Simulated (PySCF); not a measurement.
Input for PySCF: R-BP86/6-31G* on AsH3 (SMILES [AsH3]).

```python
from pyscf import gto, scf, dft, mp
from pyscf.data.elements import chemcore

mol = gto.M(
    atom='''
    As   -0.09349047    0.05961392    0.40917591
    H    -0.22659116    0.08116487   -1.11311202
    H    -0.25723942   -1.45187726    0.46913624
    H     1.42486738   -0.04103526    0.33434219
    ''',
    basis='6-31g*',
    cart=True,
    charge=0, spin=0, verbose=3, max_memory=1800)
mf = dft.RKS(mol, xc='b88,p86')
mf.conv_tol = 1e-8
mf.max_cycle = 100
mf.kernel()
if not mf.converged:
    mf = mf.newton().run(mf.mo_coeff, mf.mo_occ)
```

Output:

```
converged SCF energy = -2237.65107227089
```

Self-consistency was reached.

Cost: very roughly 2.0 core-seconds.
